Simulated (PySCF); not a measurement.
A structure optimised at TPSSh-D3(BJ)/def2-SVP, used in a PySCF frequency run:

```xyz
13

C      2.1535     0.1918    -0.0830
Si     0.5312    -0.6516    -0.5063
C     -0.4813    -1.3196     0.9210
C     -1.3747    -0.3041     0.8311
C     -1.0056     0.5166    -0.3879
F     -0.7597     1.8611    -0.0934
H      2.5494     0.7308    -0.9596
H      1.9951     0.9196     0.7276
H      2.9148    -0.5369     0.2402
H      0.6938    -1.5093    -1.7185
H     -0.5040    -2.1371     1.6462
H     -2.2297    -0.0894     1.4887
H     -1.7708     0.4866    -1.1835
```

Q: Write its SMILES and formula.

A: C[Si@H]1C=C[C@H]1F, C₄H₇FSi

Q: What are its rotational constants (standard atomic weights)?

A: 3.7387, 2.7716, 1.9142 GHz
